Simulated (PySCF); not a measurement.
One of the candidates below gave these computed data.

All candidates are C6H9NO.

* Rotational structure: rotational constants A, B, C: 3.292, 1.643, 1.250 GHz [GFN2-xTB]
* UV, strongest line: among the 8 lowest singlet transitions: S2 at 5.38 eV (231 nm, f = 0.223) [TDDFT PBE0/def2-SVPD]
* Triplet: lowest triplet excitation (Tamm–Dancoff): 3.29 eV [TDA PBE0/def2-SVPD]
* Dipole: 3.94 D [PBE0/def2-SVPD]
* UV, first state: lowest singlet excitation: 4.64 eV (267 nm, f = 0.002) [TDDFT PBE0/def2-SVPD]
* Polarisability: 84.4 au [PBE0/def2-SVPD]

The electronic properties come from PySCF, for the isolated species, density fitting. Levels stand in brackets. One conformer (not necessarily the lowest) at the GFN2-xTB geometry, without solvent, vibrations or thermal averaging.

Question: Which candidate is it?
A. `CC1=C[C@@H]1N(C)C=O`
B. `C=C(C)C(=C)C(N)=O`
C. `C[C@]1(NC=O)[C@@H]2C[C@@H]21`

Answer: B. It is `C=C(C)C(=C)C(N)=O`. Numbering: `[CH2:1]=[C:2]([CH3:3])[C:4](=[CH2:5])[C:6]([NH2:7])=[O:8]`. Its formula, C6H9NO, gives 3 degrees of unsaturation: 0 rings and 3 π bonds in the structure found. S1 is mainly HOMO−1→LUMO (weight 0.84); the largest Löwdin shares of the orbital it empties are 0.62 on the amide oxygen, 0.10 on the amide carbonyl carbon, 0.08 on a fully substituted alkene carbon and 0.06 on the amide nitrogen, of the orbital it fills 0.26 on a terminal =CH2 carbon, 0.18 on a fully substituted alkene carbon, 0.15 on a terminal =CH2 carbon and 0.10 on a fully substituted alkene carbon. The optimised geometry has point group C1 and is an asymmetric top.

The others, at the same levels:
- `CC1=C[C@@H]1N(C)C=O` fails: its computed lowest singlet excitation is 5.61 eV (221 nm, f = 0.002) (against 4.64 eV), lowest triplet excitation (Tamm–Dancoff) is 4.44 eV (against 3.29 eV) and static isotropic polarisability is 80.2 au (against 84.4 au).
- `C[C@]1(NC=O)[C@@H]2C[C@@H]21` fails: its computed lowest singlet excitation is 5.44 eV (228 nm, f = 0.004) (against 4.64 eV), lowest triplet excitation (Tamm–Dancoff) is 4.95 eV (against 3.29 eV) and static isotropic polarisability is 77.1 au (against 84.4 au).

Each candidate is one conformer, not necessarily the lowest. The conformers computed, where there is a choice (atom-mapped SMILES and torsion angles):
- `[CH2:1]=[C:2]([CH3:3])[C:4](=[CH2:5])[C:6]([NH2:7])=[O:8]`: C1–C2–C4–C5 -145°, C2–C4–C6–N7 35°, H–N7–C6–C4 179°, H–N7–C6–C4 -5°
- `[CH3:1][C:2]1=[CH:3][C@@H:4]1[N:5]([CH3:6])[CH:7]=[O:8]`: C3–C4–N5–C6 54°, C4–N5–C7–O8 179°
- `[CH3:1][C@:2]1([NH:3][CH:4]=[O:5])[C@@H:6]2[CH2:7][C@H:8]12`: C1–C2–N3–C4 173°, C2–N3–C4–O5 -2°
